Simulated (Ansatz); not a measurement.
## Reading a saddle point

A first-order saddle point of ZnH$_{2}$ClF, closed shell, PBE0-D4/def2-TZVP, with one imaginary mode of 1016i cm⁻¹:

| atom | x (Å) | y (Å) | z (Å) |
| --- | --- | --- | --- |
| Zn1 | -0.1130 | -0.4542 | -0.2960 |
| F2 | 0.9751 | 0.3666 | 1.1386 |
| Cl3 | -0.4385 | -2.2408 | -1.3385 |
| H4 | 0.1445 | 1.0917 | 0.5818 |
| H5 | -0.5680 | 1.2366 | -0.0858 |

Computed with Ansatz 0.2.0 (basis: def2-TZVPP and def2-QZVPP); correlated methods freeze the cores. The 3s and 3p shells of Cu and Zn are frozen; filled d shells are correlated. Extrapolation: Hartree–Fock as exp(−7.88 √X), correlation as X^−2.97.

Which contacts change along the imaginary mode, and what lies on either side? (Judge from chemistry; the calculation decides.)

The calculation gives: The step is ZnClF + H₂ → ZnHCl ([Cl][ZnH]) + HF, with the molecules in contact on both sides. Shortening one way: Zn1–H5, F2–H4; lengthening the same way: Zn1–F2, H4–H5.
```csv
pair,one side (Å),saddle (Å),other side (Å)
Zn1–H5,2.55,1.76,1.53
F2–H4,2.67,1.24,0.92
Zn1–F2,1.75,1.98,2.49
H4–H5,0.75,0.99,2.75
```

Which side is lower, and how far does the saddle lie above each? (An estimate is asked for; the value comes from the calculation.)

The calculation gives: The side with Zn1–F2, H4–H5 short is lower by 32.7 kJ/mol; the saddle lies 104.2 kJ/mol above it and 71.5 kJ/mol above the other (CCSD(T) at an estimated basis limit (MP2 extrapolated from triple and quadruple zeta, plus CCSD(T) − MP2 in triple zeta); electronic energies).

No T1 diagnostic of these runs exceeds 0.016.

Labels in which every atom is bracketed show which atoms are joined, not bond orders.

For scale, one of the runs: CCSD(T)/def2-TZVPP, 165 basis functions, launched by `ansatz run in.yaml --threads 4 --pin off --events-out ev --progress --plain --max-ram 9574MiB`. The run took 22 s on 4 CPU threads of an Arm Neoverse V2 (shared host), with 1.3 GiB of host memory at its peak.
